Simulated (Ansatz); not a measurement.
Geometry optimisation, RKS PBE0/def2-SVP in Ansatz 0.2.0.

The input (input.yaml):

```yaml
crystal:
  periodic: [false, false, false]
  atoms:
    - { symbol: O, position_ang: [-0.7427, -1.392, -0.4078] }
    - { symbol: Si, position_ang: [0.5312, -0.3254, -0.0496] }
    - { symbol: F, position_ang: [1.8368, -1.2616, 0.3585] }
    - { symbol: Se, position_ang: [0.0582, 1.0478, 1.6941] }
    - { symbol: Br, position_ang: [1.0453, 0.9297, -1.8675] }
    - { symbol: H, position_ang: [-1.5273, -0.7125, -0.6581] }
    - { symbol: H, position_ang: [-1.1402, 1.6459, 0.8847] }
basis:
  gaussian: { orbitals: def2-SVP }
hamiltonian:
  xc: pbe0
relax:
  f_tol: 0.015
  max_steps: 40
```

Launched with:

```bash
$ ansatz run input.yaml --threads 2 --pin off --max-ram 3072MiB --backend cpu --events-out ev --progress --plain --runs-dir out
```

Q: Where does it end, and by what steps?

A: The run converged. After 24 steps the energy has fallen by 0.582 eV; H6 moved furthest, 0.89 Å.

```tsv
step	energy less start (eV)	largest force component (eV/Å)	accepted
0	0.0000	3.597	yes
1	-0.3592	2.013	yes
2	-0.4444	1.026	yes
3	-0.4312	1.557	no
4	-0.4996	0.262	yes
5	-0.5097	0.146	yes
6	-0.5131	0.231	yes
7	-0.5175	0.243	yes
8	-0.5210	0.065	yes
9	-0.4462	2.310	no
10	-0.5269	0.180	yes
11	-0.5387	0.206	yes
12	-0.4842	2.281	no
13	-0.5450	0.537	yes
14	-0.5450	0.919	no
15	-0.5552	0.178	yes
16	-0.5618	0.143	yes
17	-0.5707	0.127	yes
18	-0.5782	0.148	yes
19	-0.5796	0.065	yes
20	-0.5779	0.384	no
21	-0.5810	0.058	yes
22	-0.5809	0.189	no
23	-0.5817	0.034	yes
24	-0.5819	0.010	yes
```

```xyz
7
Properties=species:S:1:pos:R:3
O -1.000 -1.001 -0.267
Si 0.407 -0.196 -0.028
F 1.615 -1.209 0.317
Se 0.237 1.156 1.755
Br 0.977 0.813 -1.918
H -1.157 -1.357 -1.148
H -1.019 1.726 1.243
```

The run took 120 s on 2 threads of Arm Neoverse V1 (shared host), peak memory 0.34 GiB.
